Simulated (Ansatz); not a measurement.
Ansatz results at the PBE0-D4/def2-TZVP geometry: LUMO energy (ωB97M-V/def2-TZVPP) -0.18 eV; size of the dipole moment (PBE/def2-TZVPP) 0.84 D; HOMO energy (ωB97M-V/def2-TZVPP) -7.82 eV.

Each molecule was computed in one conformer, which needn't be the lowest.

Q: Which molecule gave them?
A. `C[S][AlH][GeH3]`
B. `C[SiH2][Al]1[CH2][SiH2]1`
C. `C[SiH2][SiH]1[CH2][AlH]1`
D. `C[SiH](C)CCl`

A: C. The others give `C[SiH2][Al]1[CH2][SiH2]1`: -0.37, 1.68, -7.70; `C[S][AlH][GeH3]`: 0.01, 1.24, -9.45; `C[SiH](C)CCl`: 2.29, 1.27, -10.10.
